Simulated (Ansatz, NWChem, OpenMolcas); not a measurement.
## AlSnSiH7 (SMILES [SiH3][AlH][SnH3]): methods side by side

AlSnSiH7 has 10 atoms, charge 0, and is taken as a singlet. As SMILES, `[SiH3][AlH][SnH3]`. The coordinates come from a PBE0-D4/def2-TZVP relaxation.

```xyz
10

Si   -1.7276    1.0169   -0.9874
Al    0.6309    0.3661   -0.7718
Sn    1.4038   -1.1437    1.2796
H    -2.5845   -0.2027   -1.0560
H    -2.0258    1.8525   -2.1838
H    -2.1545    1.7801    0.2215
H     1.7232    0.8245   -1.8331
H     2.6080   -0.3743    2.2246
H     0.1284   -1.5415    2.3498
H     2.0814   -2.6290    0.7598
```

Quantity: the energy change with the Sn3–H10 bond stretched from 1.713 to 3.084 Å, in eV. The values are calculated.

```tsv
level	kind	program	value (eV)
SVWN5/def2-SVP (core potential) (restricted)	LDA	OpenMolcas	2.72
PBE/def2-SVP (core potential) (restricted)	GGA	OpenMolcas	2.61
revPBE/def2-SVP (core potential) (restricted)	GGA	OpenMolcas	2.56
TPSS/def2-SVP (core potential) (restricted)	meta-GGA	OpenMolcas	2.77
r2SCAN/def2-SVP (core potential) (restricted)	meta-GGA	Ansatz	2.83
M06-2X/def2-SVP (core potential) (restricted)	hybrid meta-GGA	NWChem	3.01
wB97M-V/def2-SVP (core potential) (restricted)	range-separated hybrid	Ansatz	3.18
B2PLYP/def2-SVP (core potential) (restricted)	double hybrid	Ansatz	2.92
MP2/def2-SVP (core potential) (restricted)	perturbation theory	OpenMolcas	3.17
BCCD(T)/def2-SVP (core potential) (restricted)	coupled cluster or CI	Ansatz	2.53
```

The first shape isn't each level's own minimum. The values span 2.53 to 3.18 eV. In the correlated wave-function rows the outer d shell of Sn is correlated, in sets not made for it.
